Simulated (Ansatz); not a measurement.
`N[CH2][Al]([OH])[SH]` → `C[O][Al]([NH2])[SH]`  (isomerisation)

Isolated molecules relaxed with PBE0-D4/def2-TZVP in Ansatz; ΔE leaves out vibrations. CCSD(T)/CBS is the MP2 limit (def2-TZVPP, def2-QZVPP) plus CCSD(T) − MP2 in def2-TZVPP, frozen cores. DFT in def2-TZVPP. HSE06 is defined as in plane-wave codes. One conformer a species, not always the lowest.

(1) Is it downhill or uphill in electronic energy at CCSD(T)/CBS, and by how much? (An estimate is asked.)

(2) What do these levels give: r2SCAN0-D4, BLYP, HSE06, LC-ωPBE, HF/def2-SVP, MP2/CBS(def2)? (Estimate.)

Largest T1 diagnostic among the species: 0.012.

Results:

(1) The calculation gave: Downhill: ΔE = -90.5 kJ/mol.

(2) The calculation gave: r2SCAN0-D4 -93.0, BLYP -88.8, HSE06 -83.6, LC-ωPBE -90.6, HF/def2-SVP -115.0, MP2/CBS(def2) -91.0 kJ/mol.

In def2-TZVPP, CCSD(T) changes the Hartree–Fock value by +21.8 kJ/mol (the triples alone add +3.4 kJ/mol) and MP2 by +21.4 kJ/mol. From BLYP to BHLYP (50 % exact exchange), in def2-TZVPP and without D4, ΔE moves by −13.2 kJ/mol. Leaving LDA and LC-ωPBE aside and taking each functional with its dispersion term where it has one, the values, not all of them listed here, spread over 25.0 kJ/mol, from BHLYP-D4 to revPBE-D4.
